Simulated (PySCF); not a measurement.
The scaffold BH2-X carries different groups X. All species are isolated molecules in the gas phase. One relaxed conformer stands for each flexible species; it need not be the lowest. Strings in code marks are SMILES.

The four lowest singlet excitations (Tamm–Dancoff). All values below come from M06-2X/def2-TZVP (PySCF). Excitations are Tamm–Dancoff values on a coarser integration grid. The basis has no diffuse functions, so Rydberg states are missing or too high.

```
state  energy (eV)  wavelength (nm)  oscillator strength
-----  -----------  ---------------  -------------------
S1            5.19              239                0.003
S2            5.86              212                0.000
S3            8.38              148                0.036
S4            9.01              138                0.004
```

Problem. Identify which member gives these states.
A) `BC(F)F`
B) `BC=C`
C) `BC=O`
D) `BOC(C)=O` (B–O–C–O torsion 24°)

Solution. A, `BC(F)F`
